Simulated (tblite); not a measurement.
Record of a relaxation.

Compound: C₆H₁₁FN (doublet state).
Atom-mapped SMILES: `[CH3:1]/[CH:2]=[CH:3]/[C@@H:4]([F:5])[CH:6][NH:7][CH3:8]` (hydrogens: H9, H10, H11 on C1; H12 on C2; H13 on C3; H14 on C4; H15 on C6; H16 on N7; H17, H18, H19 on C8)
Bond orders are those of one Lewis drawing.

Computed with GFN2-xTB (tblite), gas phase: L-BFGS steps from a force-field or distance-geometry start until the largest atomic force falls under 0.01 eV/Å. 5 of its 168 geometries are shown.

Step 0: E = -707.4619 eV, largest atomic force 3.286 eV/Å
```
atom  x, y, z in Å  |  force x, y, z in eV/Å
C1      3.161   -0.495    0.876   -0.625   0.094   0.075
C2      2.025   -0.219   -0.079   -0.018   0.229   0.439
C3      1.135    0.755    0.092    0.178  -0.031   0.090
C4     -0.008    1.057   -0.866   -0.631  -0.366   1.161
F5      0.067    0.246   -1.954    0.095  -0.304  -0.632
C6     -1.345    0.861   -0.187   -1.278  -1.002  -0.940
N7     -2.404    0.020   -0.786    2.065   1.485   2.081
C8     -3.021   -0.824    0.229   -0.570  -0.354  -0.339
H9      3.163    0.202    1.722   -0.098  -0.116  -0.254
H10     4.106   -0.405    0.359    0.205  -0.070  -0.130
H11     3.067   -1.510    1.272    0.082   0.113  -0.110
H12     1.955   -0.883   -0.934    0.039   0.119   0.084
H13     1.196    1.419    0.961   -0.099  -0.239  -0.393
H14     0.080    2.083   -1.211    0.180   0.530  -0.316
H15    -1.550    1.434    0.723   -0.083  -0.551  -0.696
H16    -2.022   -0.558   -1.524    0.131   0.164  -0.143
H17    -2.301   -1.507    0.686    0.037  -0.034   0.138
H18    -3.502   -0.236    1.012    0.208   0.179  -0.094
H19    -3.811   -1.431   -0.235    0.182   0.152  -0.020
```

Step 42: E = -707.7860 eV, largest atomic force 0.029 eV/Å
```
atom  x, y, z in Å  |  force x, y, z in eV/Å
C1      3.061   -0.506    0.884    0.003   0.000   0.011
C2      1.977   -0.190   -0.091    0.001  -0.005  -0.008
C3      1.119    0.810    0.041   -0.003  -0.003   0.013
C4     -0.011    1.111   -0.908    0.004   0.002  -0.010
F5      0.075    0.312   -2.037   -0.012   0.007  -0.013
C6     -1.315    0.874   -0.217    0.007   0.003   0.002
N7     -2.197   -0.085   -0.664    0.005   0.002   0.017
C8     -2.984   -0.852    0.269    0.013  -0.004  -0.004
H9      3.038    0.176    1.730   -0.012   0.016   0.013
H10     4.034   -0.428    0.399   -0.001  -0.009  -0.010
H11     2.957   -1.526    1.251   -0.007  -0.012  -0.006
H12     1.925   -0.831   -0.960   -0.003  -0.020  -0.015
H13     1.153    1.467    0.897   -0.008   0.026   0.010
H14     0.075    2.150   -1.279    0.014   0.003   0.003
H15    -1.445    1.255    0.778   -0.011   0.007  -0.010
H16    -1.867   -0.597   -1.473   -0.012  -0.003   0.026
H17    -2.403   -1.626    0.788    0.003   0.005  -0.012
H18    -3.399   -0.175    1.017    0.005  -0.017  -0.017
H19    -3.804   -1.330   -0.267    0.012   0.002   0.010
```

Step 84: E = -707.8293 eV, largest atomic force 0.046 eV/Å
```
atom  x, y, z in Å  |  force x, y, z in eV/Å
C1      2.608   -0.718    0.917   -0.005  -0.007   0.003
C2      1.627   -0.235   -0.097    0.004   0.026  -0.023
C3      1.018    0.945   -0.051   -0.011   0.003  -0.010
C4     -0.029    1.407   -1.024    0.009  -0.006  -0.016
F5      0.142    0.792   -2.259    0.011   0.028   0.015
C6     -1.363    1.040   -0.460    0.029   0.036   0.002
N7     -1.855   -0.227   -0.633    0.006  -0.003   0.005
C8     -2.459   -0.983    0.433   -0.010  -0.010   0.007
H9      2.653   -0.043    1.768   -0.005   0.004   0.011
H10     3.602   -0.787    0.476    0.013   0.006  -0.025
H11     2.338   -1.714    1.264   -0.028  -0.017   0.032
H12     1.446   -0.899   -0.931    0.014   0.001  -0.022
H13     1.186    1.628    0.770    0.006  -0.009   0.012
H14     0.045    2.489   -1.200    0.003  -0.027  -0.014
H15    -1.741    1.615    0.365   -0.012   0.001   0.015
H16    -1.354   -0.771   -1.322   -0.016  -0.003  -0.008
H17    -1.752   -1.681    0.897    0.012   0.002   0.020
H18    -2.819   -0.298    1.198   -0.023   0.013   0.000
H19    -3.305   -1.551    0.044    0.003  -0.036  -0.004
```

Step 125: E = -707.8482 eV, largest atomic force 0.049 eV/Å
```
atom  x, y, z in Å  |  force x, y, z in eV/Å
C1      2.496   -0.793    0.891   -0.002   0.001   0.000
C2      1.587   -0.227   -0.147   -0.003   0.011  -0.019
C3      0.987    0.956   -0.058    0.016   0.035  -0.005
C4     -0.036    1.467   -1.033    0.017  -0.005   0.013
F5      0.160    0.904   -2.288   -0.004  -0.004  -0.028
C6     -1.366    1.065   -0.489   -0.018  -0.017  -0.022
N7     -1.800   -0.229   -0.627   -0.012  -0.038  -0.020
C8     -2.332   -0.974    0.489   -0.007  -0.018   0.017
H9      2.610   -0.110    1.729   -0.011   0.006  -0.009
H10     3.479   -0.995    0.466    0.009   0.005  -0.011
H11     2.100   -1.739    1.260   -0.002  -0.015   0.009
H12     1.439   -0.837   -1.028   -0.001  -0.017   0.002
H13     1.130    1.590    0.805   -0.005   0.008   0.024
H14     0.029    2.553   -1.166    0.024  -0.009   0.015
H15    -1.801    1.652    0.298    0.000   0.005   0.011
H16    -1.254   -0.776   -1.280    0.012   0.040   0.026
H17    -1.545   -1.337    1.164   -0.008   0.021   0.003
H18    -3.004   -0.330    1.055    0.011  -0.027  -0.015
H19    -2.890   -1.831    0.113   -0.018   0.019   0.008
```

Step 167: E = -707.8513 eV, largest atomic force 0.007 eV/Å
```
atom  x, y, z in Å  |  force x, y, z in eV/Å
C1      2.547   -0.802    0.845   -0.003   0.001   0.002
C2      1.617   -0.225   -0.169    0.003   0.003  -0.004
C3      0.995    0.942   -0.041   -0.002  -0.005   0.004
C4     -0.035    1.464   -1.002    0.004   0.000   0.004
F5      0.191    0.948   -2.279   -0.002   0.000  -0.002
C6     -1.371    1.037   -0.502   -0.001   0.005   0.000
N7     -1.753   -0.278   -0.595   -0.002  -0.003   0.004
C8     -2.408   -0.950    0.501    0.002   0.001  -0.001
H9      2.646   -0.142    1.703    0.002   0.002   0.003
H10     3.532   -0.961    0.407   -0.003   0.004   0.000
H11     2.180   -1.770    1.187   -0.002  -0.004  -0.003
H12     1.481   -0.810   -1.069    0.001  -0.003  -0.001
H13     1.124    1.550    0.844    0.002   0.001   0.000
H14     0.021    2.554   -1.098   -0.003   0.000  -0.001
H15    -1.902    1.664    0.190    0.003  -0.001  -0.005
H16    -1.103   -0.849   -1.118    0.000   0.001   0.001
H17    -1.713   -1.213    1.310    0.003  -0.002   0.002
H18    -3.176   -0.293    0.908   -0.001   0.003   0.000
H19    -2.881   -1.859    0.134   -0.002  -0.002  -0.002
```

**Question.** Summarise the path.

**Answer.** The energy falls by 37.57 kJ/mol from step 0 to step 167; nine tenths of that is first reached at step 70. It rises by more than 0.2 meV at step 71. The largest force goes from 3.286 to 0.007 eV/Å. Among the bonds C6–N7 changes most, from 1.479 to 1.373 Å; the atoms move by 0.679 Å rms after alignment.

The cost below is that of the whole relaxation. Hardware: one thread of an Arm Neoverse V1, no GPU, shared host with 64 logical CPUs at a one-minute load of 26. Cost: 1.1 s of wall time.
